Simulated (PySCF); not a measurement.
Trends in electronic spectra. Computed with PySCF, TDDFT CAM-B3LYP/def2-SVPD, vertical, gas phase, core orbitals frozen in the response. Geometries: PBE0-D3(BJ)/def2-SVP; one conformer of each isolated species. Triplets are in the Tamm–Dancoff approximation. Atoms past krypton carry core potentials; spin–orbit coupling is left out. Ions are computed without counter-ions or solvent.

Question: Rank by computed lowest singlet excitation energy, highest first.
A. `C[O][Sn]([CH3])([O]C)[O]C`
B. `[NH3]->[Cu+](<-[NH3])(<-[NH3])<-[NH3]`
C. `Cl[B](Cl)[GeH3]`
D. `[NH]([GeH3])[GeH2][O][SiH3]`
E. `C[O+]([AlH3-])CC(F)F`
F. `[GeH]([PH2])([Br])[Br]`
G. `CN(C)CC(F)(C(F)(F)F)F`
H. `O=Cc1sncc1F`

Answer: E (6.55 eV), G (6.34 eV), D (6.18 eV), A (5.86 eV), F (5.41 eV), C (4.78 eV), B (4.30 eV), H (3.77 eV).

```tsv
SMILES	S1 (eV)	gap (eV)	f (S1)	LUMO (eV)	T1 (eV)	α (au)	S1 mainly
C[O+]([AlH3-])CC(F)F	6.55	9.80	0.005	0.80	6.09	76.0	H→L+1 (59%)
CN(C)CC(F)(F)C(F)(F)F	6.34	9.29	0.034	1.13	6.16	74.5	H→L (90%)
[SiH3][O][GeH2][NH][GeH3]	6.18	9.53	0.017	0.65	5.73	96.9	H→L (87%)
C[O][Sn]([CH3])([O]C)[O]C	5.86	9.18	0.029	0.06	5.37	98.2	H-2→L (68%)
[PH2][GeH]([Br])[Br]	5.41	8.40	0.103	-0.80	4.57	103.3	H→L (88%)
Cl[B](Cl)[GeH3]	4.78	8.64	0.005	-1.06	4.07	74.4	H→L (98%)
[NH3]->[Cu+](<-[NH3])(<-[NH3])<-[NH3]	4.30	7.35	0.002	-3.34	4.20	59.5	H-1/H→L (≥96%)
O=Cc1sncc1F	3.77	7.58	0.000	-1.77	–	73.4	H-1→L (88%)
```

H and L stand for HOMO and LUMO; a dash means that no computed state gives the value. A slash joins orbitals within 0.01 eV of each other, whose weights are summed (≥ marks a lower bound).
